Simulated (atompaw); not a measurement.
**Reading a pseudo-wave (Eu)**

Columns: radius, all-electron u(r) and pseudo u(r) of the 5d shell (level -8.46 eV) of europium in the configuration [Kr] 4d10 4f6 5s2 5p6 5d1 6s1 6p0; PBE, scalar-relativistic, PAW (atompaw) scheme, atompaw 4.2.0.5.

```json
{"r (bohr)": "0.110", "all-electron": "0.1673", "pseudo": "0.0001"}
{"r (bohr)": "0.219", "all-electron": "0.0959", "pseudo": "0.0007"}
{"r (bohr)": "0.329", "all-electron": "-0.1358", "pseudo": "0.0023"}
{"r (bohr)": "0.438", "all-electron": "-0.2704", "pseudo": "0.0055"}
{"r (bohr)": "0.548", "all-electron": "-0.2714", "pseudo": "0.0109"}
{"r (bohr)": "0.658", "all-electron": "-0.1821", "pseudo": "0.0190"}
{"r (bohr)": "0.767", "all-electron": "-0.0526", "pseudo": "0.0303"}
{"r (bohr)": "0.877", "all-electron": "0.0871", "pseudo": "0.0455"}
{"r (bohr)": "0.987", "all-electron": "0.2182", "pseudo": "0.0652"}
{"r (bohr)": "1.096", "all-electron": "0.3320", "pseudo": "0.0895"}
{"r (bohr)": "1.206", "all-electron": "0.4276", "pseudo": "0.1193"}
{"r (bohr)": "1.315", "all-electron": "0.5034", "pseudo": "0.1542"}
{"r (bohr)": "1.425", "all-electron": "0.5621", "pseudo": "0.1948"}
{"r (bohr)": "1.535", "all-electron": "0.6052", "pseudo": "0.2405"}
{"r (bohr)": "1.644", "all-electron": "0.6346", "pseudo": "0.2900"}
{"r (bohr)": "1.754", "all-electron": "0.6530", "pseudo": "0.3428"}
{"r (bohr)": "1.863", "all-electron": "0.6622", "pseudo": "0.3961"}
{"r (bohr)": "1.973", "all-electron": "0.6640", "pseudo": "0.4486"}
{"r (bohr)": "2.083", "all-electron": "0.6598", "pseudo": "0.4969"}
{"r (bohr)": "2.192", "all-electron": "0.6511", "pseudo": "0.5375"}
{"r (bohr)": "2.302", "all-electron": "0.6387", "pseudo": "0.5682"}
{"r (bohr)": "2.412", "all-electron": "0.6235", "pseudo": "0.5864"}
{"r (bohr)": "2.521", "all-electron": "0.6064", "pseudo": "0.5911"}
{"r (bohr)": "2.631", "all-electron": "0.5877", "pseudo": "0.5837"}
{"r (bohr)": "2.740", "all-electron": "0.5681", "pseudo": "0.5677"}
{"r (bohr)": "2.850", "all-electron": "0.5476", "pseudo": "0.5476"}
```

Question: How many radial nodes do the two functions have?

Answer: The all-electron 5d function has n − l − 1 = 2; the pseudo-wave has 0, since the states of the same l below it are removed with the core.

Question: Is the pseudo-wave norm-conserving?

Answer: No, it belongs to a PAW set: the norm inside the radius is not constrained, and the difference is carried by the augmentation charge.
